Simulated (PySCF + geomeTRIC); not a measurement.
Species: H6B2N2, SMILES `BNBN` (B–N–B–N torsion 180°) (charge 0, multiplicity 1).

**Question.** Give a relaxed geometry from r2SCAN-D4/def2-TZVP (PySCF + geomeTRIC).

**Answer.** One answer among several that fit: the end point of this relaxation, one of several conformers (outside a Z-matrix the atoms follow the SMILES, hydrogens last).
Cartesian coordinates (Å) in one orientation:
```xyz
10

B      1.856    -0.487     0.001
N      0.637     0.181    -0.210
B     -0.663    -0.241     0.259
N     -1.815     0.508    -0.013
H      1.851    -1.507     0.625
H      2.866    -0.025    -0.446
H      0.677     1.042    -0.743
H     -0.751    -1.250     0.891
H     -1.826     1.368    -0.537
H     -2.724     0.226     0.307
```
